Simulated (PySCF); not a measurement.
The vertical singlet excitations below were computed for one of the candidates. Theory: TDDFT PBE0/def2-SVPD, vertical, gas phase, core orbitals frozen in the response (PySCF 2.14.0, density-fitted response routines). Geometries: GFN2-xTB, one conformer each.

```
state  λ (nm)       f
   S1   237.7   0.076
   S2   217.4   0.080
   S3   215.8   0.071
   S4   199.3  0.0009
   S5   195.7  0.0007
   S6   189.1  0.0047
   S7   186.6  0.0022
   S8   185.4   0.013
```

Triplets computed (Tamm–Dancoff): 3.61, 4.29, 5.36 eV.

Question: Which candidate is it? All have the formula C5H7ClSSi.
A. `C1=C(SC)[SiH2]C(Cl)=C1`
B. `Cl[SiH2]SC1=CC=CC1`
C. `C#C/C=C(/Cl)[SiH2]SC`
D. `s1c([SiH2]C)cc(c1)Cl`

Answer: D. Its S1, at 5.22 eV, is the highest among the candidates; the nearest of the others has S1 at 4.34 eV. S1 is HOMO→LUMO (91%). Löwdin shares by element: HOMO carbon 57% or more, chlorine 19% (atoms not listed hold the other 25%); LUMO carbon 54% or more, sulfur 20% (atoms not listed hold the other 26%). At the same level the other candidates give, for their lowest levels:
- `C#C/C=C(/Cl)[SiH2]SC`: 320 nm (f 0.003); 257 nm (f 0.238); 246 nm (f 0.003); 230 nm (f 0.006); 225 nm (f 0.020); T1 2.97 eV; HOMO -6.82, LUMO -1.84 eV
- `Cl[SiH2]SC1=CC=CC1`: 286 nm (f 0.201); 259 nm (f 0.008); 240 nm (f 0.004); 223 nm (f 0.010); 218 nm (f 0.009); T1 2.75 eV; HOMO -5.99, LUMO -0.90 eV
- `CSC1=CC=C(Cl)[SiH2]1`: 382 nm (f 0.176); 264 nm (f 0.000); 259 nm (f 0.000); 247 nm (f 0.000); 244 nm (f 0.001); T1 1.91 eV; HOMO -5.77, LUMO -1.80 eV

The values belong to the conformer `[CH3:1][SiH2:2][c:3]1[cH:4][c:5]([Cl:6])[cH:7][s:8]1`: C1–Si2–C3–C4 129°.
